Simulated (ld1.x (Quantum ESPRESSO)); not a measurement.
# What one change does to a pseudopotential (Hf, TM)

hafnium (Hf), norm-conserving Troullier–Martins (Kleinman–Bylander form), made with ld1.x (Quantum ESPRESSO) 7.5 (PBE, scalar-relativistic). Core [Kr] 4d10 4f14 5s2, reference 5p6 5d3 6s1 6p0. Waves: 6s (bound): rc 2.30 bohr; 5p (bound): rc 2.00 bohr; 5d (bound): rc 1.80 bohr. Local part: all-electron potential smoothed inside 2.05 bohr (lloc = -1). Core correction: a·sin(br)/r model core, default radius (core density twice the valence density).

All-electron outer shells of the reference configuration (PBE, scalar-relativistic, ld1.x):

```json
{"shell": "5s", "level (eV)": "-65.63", "outermost node (bohr)": "0.55", "outermost maximum (bohr)": "1.01"}
{"shell": "5p", "level (eV)": "-34.30", "outermost node (bohr)": "0.60", "outermost maximum (bohr)": "1.16"}
{"shell": "4f", "level (eV)": "-15.47", "outermost node (bohr)": "–", "outermost maximum (bohr)": "0.45"}
{"shell": "6s", "level (eV)": "-4.74", "outermost node (bohr)": "1.37", "outermost maximum (bohr)": "2.96"}
{"shell": "5d", "level (eV)": "-1.99", "outermost node (bohr)": "0.67", "outermost maximum (bohr)": "1.73"}
{"shell": "6p", "level (eV)": "-1.28", "outermost node (bohr)": "1.67", "outermost maximum (bohr)": "4.26"}
```

Change: core correction a·sin(br)/r model core inside 2.18 bohr.

Cutoffs: the cutoffs (Ry, on a coarse ladder) from which the occupation-weighted sum of valence levels, in a spherical-Bessel basis at the reference potential, stays within 10 and 1 mRy of its value at 400 Ry; they do not see the model core or the augmentation charge, which bear on the density cutoff. Errors are all-electron minus pseudo energies relative to the spin-unpolarised reference configuration.

Task: What does the change do?

Result: The potential gets neither clearly harder nor softer (30 Ry and 40 Ry → 30 Ry and 40 Ry); both files keep a bound ghost (s); of the 7 tests that both files solve, the error grows in 0 and shrinks in 4 by more than 15 % and 0.3 meV (median size 147.5 → 152.7 meV). The default core radius of the base comes out at 1.00 bohr. A wider model core is smoother and lowers the density cutoff, which this test does not measure.

```csv
quantity,base,changed
"cutoff, loose",30 Ry,30 Ry
"cutoff, tight",40 Ry,40 Ry
bound ghosts,s,s
"error for 5p6 5d2 6s2 6p0, meV [ΔE -2.59 eV]",-10,-8.0
"error for 5p6 5d2 6s1 6p0, meV [ΔE 5.38 eV]",-7.1,-5.8
"error for 5p6 5d2 6s0 6p0, meV [ΔE 19.56 eV]",-18,-12
"error for 5p6 5d0 6s0 6p0, meV [ΔE 74.21 eV]",-334,-204
"error for 5p6 5d2 6s0 6p2, meV [ΔE 5.27 eV]",+208,+214
"error for 5p5 5d2 6s2 6p0, meV [ΔE 38.43 eV]",-445,-392
"error for 5p6 5d2 6s0 6p1, meV [ΔE 10.06 eV]",+147,+153
s: phases at 2.50 bohr within 0.05 rad from the reference energy up to (Ry; the scan ends near 5),3.1,3.1
p: phases at 2.50 bohr within 0.05 rad from the reference energy up to (Ry; the scan ends near 5),0.3,0.3
d: phases at 2.50 bohr within 0.05 rad from the reference energy up to (Ry; the scan ends near 5),4.1,4.1
```

 A true bound ghost makes a file unfit for plane-wave use even where its test errors are small: the radial tests pick states by their node count and pass the ghost by.
